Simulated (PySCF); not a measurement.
## UHF on P⁺ (phosphorus, charge +1)

Configuration: [Ne] 3s2 3p2, high-spin 3P determinant. Calculation: PySCF 2.14, in aug-cc-pVQZ-DK; scalar relativity by spin-free X2C-1e.

```
Total energy                                                  : -341.170528 hartree
One-electron energy                                           : -466.9064 hartree
Hartree (Coulomb) energy                                      : 148.1912 hartree
Exchange energy                                               : -22.4553 hartree
⟨S²⟩                                                          : 2.0130
⟨L²⟩                                                          : 2.039
Sum of ⟨r⟩                                                    : 12.07 bohr
Sum of ⟨r²⟩                                                   : 20.79 bohr²
Traceless quadrupole moment −½Σ⟨3z² − r²⟩ along its main axis : 2.13 e·bohr²
Langevin diamagnetic susceptibility                           : -16.5 ×10⁻⁶ cm³/mol
```

```json
{"shell": "1s α", "electrons": "1", "mean orbital energy (hartree)": "-80.60850", "spread (hartree)": "0", "rms radius, mean of both spins (bohr)": "0.120"}
{"shell": "1s β", "electrons": "1", "mean orbital energy (hartree)": "-80.59269", "spread (hartree)": "0", "rms radius, mean of both spins (bohr)": "0.120"}
{"shell": "2s α", "electrons": "1", "mean orbital energy (hartree)": "-7.95960", "spread (hartree)": "0", "rms radius, mean of both spins (bohr)": "0.560"}
{"shell": "2s β", "electrons": "1", "mean orbital energy (hartree)": "-7.94146", "spread (hartree)": "0", "rms radius, mean of both spins (bohr)": "0.560"}
{"shell": "2p α", "electrons": "3", "mean orbital energy (hartree)": "-5.81678", "spread (hartree)": "0.01598", "rms radius, mean of both spins (bohr)": "0.539"}
{"shell": "2p β", "electrons": "3", "mean orbital energy (hartree)": "-5.78468", "spread (hartree)": "0.02037", "rms radius, mean of both spins (bohr)": "0.539"}
{"shell": "3s α", "electrons": "1", "mean orbital energy (hartree)": "-1.14118", "spread (hartree)": "0", "rms radius, mean of both spins (bohr)": "1.98"}
{"shell": "3s β", "electrons": "1", "mean orbital energy (hartree)": "-0.93763", "spread (hartree)": "0", "rms radius, mean of both spins (bohr)": "1.98"}
{"shell": "3p α", "electrons": "2", "mean orbital energy (hartree)": "-0.72464", "spread (hartree)": "0", "rms radius, mean of both spins (bohr)": "2.30"}
```

Densities and radii are taken from the X2C orbitals without a picture-change correction, which distorts them close to the nucleus.

Spin-orbit constants ζ (cm⁻¹) from the X2C one-electron operator on these orbitals: bare nucleus, nucleus screened by l(l+1)(2l+1)/3 electrons, and screened by the Breit-Pauli mean field of the electrons.

```csv
shell,bare,screened nucleus,mean field
2p,5466,4737,4409
3p,350.4,303.7,278.0
```

To first order the Landé constant is A = 139.0 cm⁻¹, so the lowest level has J = 0 and lies 0.0345 eV below the centre of the term. This holds in LS coupling only.
